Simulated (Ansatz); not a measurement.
Na₂Li₃⁺, relaxed as a quintet with UKS B3LYP/def2-TZVP in Ansatz, starting from the B3LYP/def2-TZVP geometry of the charge +1 singlet. Force threshold 0.02 eV/Å.

At B3LYP/def2-TZVP a singlet of charge 1 lies 2.24 eV below the quintet, each at its own geometry. The structure comes from a short search, and lower isomers may exist.

Start:

```csv
atom,x (Å),y (Å),z (Å)
Li1,0.8130,-0.9025,1.0450
Li2,-1.1917,-0.6386,-0.8458
Li3,0.3832,1.5375,-0.1962
Na4,-1.9168,0.7526,2.1642
Na5,1.9123,-0.7489,-2.1672
```

(1) Estimate the energy that the relaxation releases and the steps that it takes.

(2) Does the start keep its bonding and symmetry?

(3) Predict the relaxed structure.

Answers

(1) 0.14 eV, in 5 steps; 11 s on 4 threads of Arm Neoverse V2 on a shared host. The force fell under the threshold at step 4, but the optimiser went on. No frequencies were taken in this run, so the end may be a saddle point.

(2) Bonds lost: Li1–Li2, Li1–Li3, Li2–Li3 (atoms count from 1). Point group D3h at the start, D3h at the end, both within 0.05 Å.

(3) 
| atom | x (Å) | y (Å) | z (Å) |
| --- | --- | --- | --- |
| Li1 | 0.959 | -1.059 | 1.219 |
| Li2 | -1.408 | -0.750 | -0.987 |
| Li3 | 0.451 | 1.807 | -0.228 |
| Na4 | -1.862 | 0.730 | 2.096 |
| Na5 | 1.859 | -0.728 | -2.100 |
Bond lengths (bridged metal pairs left out): 6 × Li–Na 3.45 Å.
